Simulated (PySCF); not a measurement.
HFSi, quintet, at a GFN2-xTB geometry of the parent state (a higher spin typed on purpose: for a closed-shell molecule this is an excited state); R2SCAN/6-31G** (PySCF).

The PySCF input:
```python
from pyscf import gto, scf, dft

mol = gto.M(
    atom='''
Si   -0.24845443   -0.32714290    0.45770159
H    -0.88585188   -1.16646728   -0.57945722
F     0.48491266    0.63849643   -0.64759612
''',
    basis='6-31g**',
    spin=4,
    verbose=3,
)

mf = dft.UKS(mol)
mf.xc = 'r2scan'
mf.kernel()
mf.analyze()
```

Output, abridged:

```
converged SCF energy = -389.48002513592  <S^2> = 6.0059037  2S+1 = 5.0023609
**** MO energy ****
                             alpha | beta                alpha | beta
MO #1   energy= -65.8940933896759  | -65.8840555955528  occ= 1 | 1
MO #2   energy= -24.5925098666638  | -24.5675617263239  occ= 1 | 1
MO #3   energy= -5.2702780560015   | -5.26188863608713  occ= 1 | 1
MO #4   energy= -3.61529663221298  | -3.60400791679369  occ= 1 | 1
MO #5   energy= -3.61329302568061  | -3.59921486347879  occ= 1 | 1
MO #6   energy= -3.61307978362734  | -3.5974098809867   occ= 1 | 1
MO #7   energy= -1.22594964060855  | -1.17425021226169  occ= 1 | 1
MO #8   energy= -0.598741447304683 | -0.518895249237715 occ= 1 | 1
MO #9   energy= -0.498258038248411 | -0.432983479376393 occ= 1 | 1
MO #10  energy= -0.478892642646153 | -0.427846823247354 occ= 1 | 1
MO #11  energy= -0.459307568310263 | -0.356053778403963 occ= 1 | 0
MO #12  energy= -0.314055823041974 | -0.135394868201835 occ= 1 | 0
MO #13  energy= -0.18850531384768  | -0.045153159285046 occ= 1 | 0
MO #14  energy= -0.0839319148947282 | 0.0415719177003564 occ= 1 | 0
MO #15  energy= 0.0237247061361843 | 0.138330931231395  occ= 0 | 0
MO #16  energy= 0.123884857586973  | 0.213889246326397  occ= 0 | 0
MO #17  energy= 0.194319830231025  | 0.27690958021907   occ= 0 | 0
MO #18  energy= 0.21004847238374   | 0.294493572844882  occ= 0 | 0
MO #19  energy= 0.263895094416823  | 0.359236967242385  occ= 0 | 0
MO #20  energy= 0.46438768355904   | 0.586791760420847  occ= 0 | 0
MO #21  energy= 0.489556830630233  | 0.59947939879819   occ= 0 | 0
MO #22  energy= 0.514946708019034  | 0.629434519831423  occ= 0 | 0

To work with the spin densities directly, `use mulliken_meta_spin()` only printing them here.

 ** Mulliken spin pop alpha/beta on meta-lowdin orthogonal AOs **
 ** Mulliken Spin Density (per atom)  **
spin density of  0 Si =      2.84235
spin density of  1 H =      0.51063
spin density of  2 F =      0.64702
 ** Mulliken pop alpha/beta on meta-lowdin orthogonal AOs **
 ** Mulliken atomic charges   ( Nelec_alpha | Nelec_beta ) **
charge of  0Si =      0.09632  (     8.37302      5.53066 )
charge of  1H =      0.12693  (     0.69185      0.18122 )
charge of  2F =     -0.22325  (     4.93513      4.28811 )
Dipole moment(X, Y, Z, Debye): -0.74295, -0.97803, -1.21636
```
